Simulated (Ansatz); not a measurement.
Calculated with Ansatz (gas phase, PBE0-D4/def2-TZVP geometries, no zero-point term in ΔE). CBS: MP2 limit from def2 TZ/QZ plus the TZ coupled-cluster correction, frozen cores. DFT in def2-TZVPP. B3LYP here is the variant with VWN-RPA as its local correlation; programs differ in this. Each species was taken in one conformer, which may not be the lowest.

Reaction (redistribution): `C=C=C([SiH3])BF` + `C=[N][AlH2]` → `C=NBF` + `C=C=[C]([AlH2])[SiH3]`

`C=C=C([SiH3])BF`:

```xyz
12

C     1.797   -1.507    0.381
C     0.857   -0.620    0.261
C    -0.089    0.277    0.143
Si   -1.402    0.078   -1.180
B    -0.065    1.467    1.123
F    -1.011    2.394    1.029
H     2.730   -1.406   -0.164
H     1.672   -2.367    1.029
H    -1.137   -1.166   -1.947
H    -2.745    0.000   -0.551
H    -1.375    1.246   -2.097
H     0.768    1.605    1.972
```

`C=[N][AlH2]`:

```xyz
7

C     1.255    0.446    0.682
N     0.214    0.075    0.115
Al   -1.253   -0.445   -0.681
H     2.257    0.153    0.330
H     1.246    1.092    1.573
H    -1.815    0.477   -1.834
H    -1.903   -1.797   -0.185
```

`C=NBF`:

```xyz
7

C     0.292   -0.933   -0.873
N     0.021   -0.061   -0.038
B    -0.305    0.935    0.844
F     0.187    0.922    2.088
H     1.154   -0.842   -1.544
H    -0.315   -1.840   -0.978
H    -1.034    1.819    0.501
```

`C=C=[C]([AlH2])[SiH3]`:

```xyz
12

C    -1.915   -1.021    0.996
C    -0.873   -0.437    0.472
C     0.165    0.163   -0.037
Al    0.550    1.896    0.749
Si    1.138   -0.646   -1.401
H    -2.907   -0.864    0.587
H    -1.813   -1.680    1.850
H     1.793    2.721    0.209
H    -0.389    2.431    1.903
H     0.542   -1.955   -1.772
H     2.545   -0.850   -0.962
H     1.163    0.242   -2.594
```

| species | B3LYP energy (Eh) |
| --- | --- |
| `C=C=C([SiH3])BF` | -532.25472 |
| `C=[N][AlH2]` | -337.75128 |
| `C=NBF` | -219.51089 |
| `C=C=[C]([AlH2])[SiH3]` | -650.49803 |

(1) Work out ΔE.

Largest T1 diagnostic among the species: 0.015.

## Answers

(1) ΔE = (-219.51089) + (-650.49803) − (-532.25472) − (-337.75128) = -0.00292 Eh = -1.8 kcal/mol. CCSD(T)/CBS gives -1.3 kcal/mol.

In def2-TZVPP, CCSD(T) changes the Hartree–Fock value by −1.4 kcal/mol (the triples alone add −0.2 kcal/mol) and MP2 by −1.9 kcal/mol.
